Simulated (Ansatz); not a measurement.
Cost and result up the ladder for `c1cc2sc(-c3cc4sc(-c5cc6sc(-c7cc8sc(-c9cc%10sccc%10s9)cc8s7)cc6s5)cc4s3)cc2s1` (52 atoms). Total charge 0; singlet. Geometry: r2SCAN-D4/def2-SVP.

Cartesian coordinates in Å:
```
C -3.6320 -8.0814 -11.3515
C -2.5577 -7.2262 -11.2546
C -2.5294 -6.5921 -9.9847
S -1.4953 -5.4372 -9.2091
C -2.4668 -5.4874 -7.7384
C -2.1103 -4.6776 -6.6015
C -2.9225 -4.3013 -5.5365
C -2.2187 -3.5179 -4.5978
S -2.6226 -2.7402 -3.0995
C -0.9854 -2.0999 -2.9398
C -0.6387 -1.2957 -1.8025
C -1.4460 -0.9032 -0.7388
C -0.7372 -0.1147 0.1906
S -1.1296 0.6649 1.6892
C 0.5096 1.2960 1.8431
C 0.8833 2.1006 2.9744
C 2.1640 2.5099 3.3381
C 2.1464 3.2975 4.5065
S 3.3528 4.0924 5.4681
C 2.1293 4.6864 6.5914
C 2.5233 5.4908 7.7167
C 3.7996 5.8996 8.0816
C 3.7802 6.6861 9.2568
S 4.9784 7.4893 10.2210
C 3.7603 8.0692 11.3175
C 2.4863 7.6745 10.9767
C 2.5006 6.8841 9.7978
S 1.2981 6.0848 8.8376
C 0.8508 4.2783 6.2275
C 0.8667 3.4976 5.0530
S -0.3390 2.7059 4.0912
C 1.3164 0.9055 0.7769
C 0.6098 0.1093 -0.1457
S 1.0059 -0.6751 -1.6418
C -0.1755 -2.4789 -4.0063
C -0.8750 -3.2768 -4.9347
S -0.4693 -4.0567 -6.4291
C -3.5471 -6.3525 -7.8596
C -3.5799 -6.9684 -9.1323
S -4.6116 -8.1246 -9.9147
H -3.9110 -8.7021 -12.2032
H -1.8347 -7.0713 -12.0570
H -3.9787 -4.5671 -5.4726
H -2.4976 -1.1844 -0.6547
H 3.0594 2.2277 2.7831
H 4.6944 5.6350 7.5153
H 4.0598 8.6805 12.1691
H 1.5980 7.9443 11.5494
H -0.0423 4.5423 6.7967
H 2.3605 1.2048 0.6789
H 0.8719 -2.1825 -4.0935
H -4.2514 -6.5419 -7.0480
```

Ansatz on 2 threads of AMD EPYC 7R13 on a shared host and a share (18 GiB) of an NVIDIA H100 80GB HBM3. Times are rough, and most runs start from the orbitals of an earlier one. r2SCAN0-D4/def2-SVP serves as the yardstick here, not as an exact answer. Differences are given only for rows in sets of like size (and for xTB, whose basis is part of the method), since another set adds its own error. Binding counts from free atoms at the same level (C triplet, S triplet, H doublet; other spins of the atoms weren't run), without zero-point energy or a counterpoise term.

B3LYP takes the VWN-RPA correlation. Single mean-field runs in 6-31G, def2-SVP, def2-mTZVP are fitted with def2-universal-jkfit.

```
                         level  functions  wall time
                      HF/6-31G        424        9 s
                B3LYP-D4/6-31G        424        9 s
                     HF/STO-3G        252      9.5 s
              BLYP-D4/def2-SVP        660       11 s
                   HF/def2-SVP        660       11 s
 PBE-D4/def2-SVP (with forces)        660       13 s
          r2SCAN-D4/def2-mTZVP        826       13 s
            r2SCAN-D4/def2-SVP        660       14 s
PBE0-D4/def2-SVP (with forces)        660       15 s
           r2SCAN0-D4/def2-SVP        660       16 s
```

(1) Estimate what each level gives for the binding energy per atom (eV).

Answers

(1) 
```
                         level  binding energy per atom (eV)  difference from r2SCAN0-D4/def2-SVP (eV)
                      HF/6-31G                          3.22                                         –
                B3LYP-D4/6-31G                          4.95                                         –
                     HF/STO-3G                          4.24                                         –
              BLYP-D4/def2-SVP                          5.36                                      0.09
                   HF/def2-SVP                          3.70                                     -1.57
 PBE-D4/def2-SVP (with forces)                          5.64                                      0.36
          r2SCAN-D4/def2-mTZVP                          5.27                                         –
            r2SCAN-D4/def2-SVP                          5.40                                      0.12
PBE0-D4/def2-SVP (with forces)                          5.47                                      0.20
           r2SCAN0-D4/def2-SVP                          5.27                                      0.00
```
